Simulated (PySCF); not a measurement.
## TDDFT excited states: C3H11ClOSi2

Compound: C3H11ClOSi2.
SMILES: `CO[SiH2]C[SiH2]CCl`

Method: TDDFT PBE0/def2-SVPD, vertical, gas phase, core orbitals frozen in the response in PySCF. One conformer (not necessarily the lowest) at the GFN2-xTB geometry, without solvent, vibrations or thermal averaging. Torsions of this conformer, `[CH3:1][O:2][SiH2:3][CH2:4][SiH2:5][CH2:6][Cl:7]`: C1–O2–Si3–C4 177°, O2–Si3–C4–Si5 40°, Si3–C4–Si5–C6 49°, C4–Si5–C6–Cl7 57°.

```csv
state,λ (nm),E (eV),f,"main configurations (H = HOMO, L = LUMO)"
S1,186.5,6.65,0.019,"H→L (70%), H→L+1 (19%)"
S2,178.8,6.94,0.0068,H-1→L (82%)
S3,173.7,7.14,0.0046,"H-2→L (43%), H→L+1 (16%), H-2→L+1 (12%)"
S4,172.7,7.18,0.015,"H→L+1 (42%), H→L (15%), H-2→L (11%)"
S5,167.2,7.41,0.089,H-3→L (79%)
S6,163.7,7.58,0.0049,H→L+2 (73%)
S7,162.0,7.65,0.010,"H-1→L+1 (48%), H-2→L (20%), H→L+2 (10%)"
S8,159.6,7.77,0.0022,"H-2→L+1 (50%), H-1→L+1 (9%)"
```

Triplets, Tamm–Dancoff:

```csv
state,E (eV),λ (nm),"main configurations (H = HOMO, L = LUMO)"
T1,6.01,206.4,"H→L (44%), H→L+1 (34%), H→L+2 (11%)"
T2,6.49,191.1,"H-2→L+1 (24%), H-2→L (24%), H-1→L (19%)"
T3,6.68,185.6,"H-1→L (51%), H-2→L (13%), H-1→L+1 (11%)"
```

The lowest singlet lies at 6.65 eV (186 nm, vacuum ultraviolet) and is weak; its leading configuration is HOMO→LUMO (70%). The most intense listed level is S5 at 7.41 eV (167 nm, f = 0.089), 0.76 eV above S1. Löwdin shares by element: HOMO chlorine 54%, carbon 20% or more, silicon 11% or more; LUMO silicon 25%, chlorine 14%, carbon 8% or more (atoms not listed hold the other 53%). Of the 8 states listed, 4 reach f = 0.01 and none stays under 0.0005. Orbital energies (eV): HOMO-3 -8.59, HOMO-2 -8.48, HOMO-1 -8.19, HOMO -7.89, LUMO 0.00, LUMO+1 0.46, LUMO+2 0.75. Weighted by f, the mean energy of these states is 7.29 eV. The window holds the lowest 8 singlets.

Hardware: one thread of an Arm Neoverse N1, shared host. Cost: 1.7 min.
